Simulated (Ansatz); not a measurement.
Isolated molecules relaxed with PBE0-D4/def2-TZVP in Ansatz; ΔE leaves out vibrations. CCSD(T)/CBS is the MP2 limit (def2-TZVPP, def2-QZVPP) plus CCSD(T) − MP2 in def2-TZVPP, frozen cores. This one scheme is used for every species, atoms too. DFT in def2-TZVPP. No spin–orbit coupling; open shells (•) take unrestricted orbitals. Spin–orbit coupling would lower the free atoms: a little for Cl. Bonds to Se are less sure, by a few kJ/mol each and by 10 to 20 or more in all where they break to atoms, as the def2 sets lack core-valence functions. Scalar relativity is left out up to krypton.

Consider the hydrogen abstraction from the Si–H bond: `C[Se][SiH3]` + Cl• → `C[Se][SiH2]`• + HCl.

| level | ΔE (kJ/mol) | difference from CCSD(T)/CBS |
| --- | --- | --- |
| PBE-D4 | -83.1 | -26.7 |
| BLYP-D4 | -67.3 | -10.9 |
| PBE0-D4 | -69.7 | -13.3 |
| r2SCANh-D4 | -70.0 | -13.6 |
| PBE-QIDH | -60.0 | -3.6 |
| PBE | -83.2 | -26.8 |
| BLYP | -67.3 | -10.9 |
| r2SCAN0 | -64.3 | -7.9 |
| MP2/def2-SVP | -44.3 | 12.1 |
| CCSD(T)/def2-TZVPP | -51.3 | 5.1 |
| CCSD(T)/CBS | -56.4 | 0 |

Largest T1 diagnostic among the species: 0.014.

At CCSD(T), def2-SVP lies +18.0 kJ/mol from the extrapolated value and def2-TZVPP +5.1 kJ/mol. Leaving LDA and LC-ωPBE aside and taking each functional with its dispersion term where it has one, the values, not all of them listed here, spread over 41.9 kJ/mol, from PBE-D4 to BHLYP-D4. LDA lies −22.0 kJ/mol from PBE without D4. From BLYP to BHLYP (50 % exact exchange), in def2-TZVPP and without D4, ΔE moves by +26.4 kJ/mol.

CCSD(T)/CBS has its own doubt, a few kJ/mol and more with outer-core shells, so smaller differences from it don't rank the levels.
